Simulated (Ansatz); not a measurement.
Breaking the Pb1–H2 bond in ClHPb (SMILES [Cl][PbH]) (multiplicity 1 held, fragments rigid). Energies count from the point at 1.863 Å.
Geometry at that point (charge 0, multiplicity 1):
```tsv
atom	x (Å)	y (Å)	z (Å)
Pb	-0.2182	-0.2125	0.2936
H	-1.3777	-0.8869	-0.9989
Cl	1.1333	1.0773	-1.3574
```

Restricted levels (R-, RO-) in cc, def2 and unpolarised 6-31G sets keep to the state of the molecule at rest. U- levels take the lowest unrestricted solution at each point, which mixes spins at long bonds. Active spaces are followed from a long bond inwards. Levels need not reach the same state.

Correlated levels freeze the cores. Filled d and f shells under p-block atoms count as core.

The values were computed with Ansatz (Gaussian basis) for Hartree–Fock, density functionals and correlated methods.  In def2 rows elements past Kr take small-core potentials, without spin–orbit coupling.

Energies in kJ/mol.

```tsv
R (Å)	R-B3LYP/def2-TZVPP	R-wB97X-V/def2-TZVPP	R-CCSD/def2-TZVPP	U-CCSD(T)/def2-TZVPP	CASSCF(2,2)/def2-TZVPP	FIC-MRCISD+Q on CASSCF(2,2)/def2-TZVPP
1.490	103	95	106	107	111	107
1.676	___	15	20	21	23	20
1.863	0	0	0	0	0	0
2.049	12	17	13	12	9	13
2.235	40	50	41	40	34	40
2.515	91	110	93	92	79	91
2.794	144	171	144	143	122	139
3.260	___	262	209	207	174	198
3.725	274	335	248	236	200	229
4.284	320	402	268	244	212	243
5.029	356	464	276	246	215	247
5.961	379	512	279	246	216	248
```

**Question.** Some entries are withheld; supply them.

**Answer.** 
- 3.260, R-B3LYP/def2-TZVPP: 218
- 1.676, R-B3LYP/def2-TZVPP: 20

Doubts at one or more of the structures used: a restricted determinant that unrestricted orbitals would lower (R-B3LYP/def2-TZVPP, R-wB97X-V/def2-TZVPP, R-CCSD/def2-TZVPP); T1 above 0.05 (R-CCSD/def2-TZVPP, U-CCSD(T)/def2-TZVPP); other coupled-cluster roots lie near (R-CCSD/def2-TZVPP); a spin-contaminated determinant (U-CCSD(T)/def2-TZVPP).

Ansatz is a program for electronic structure.
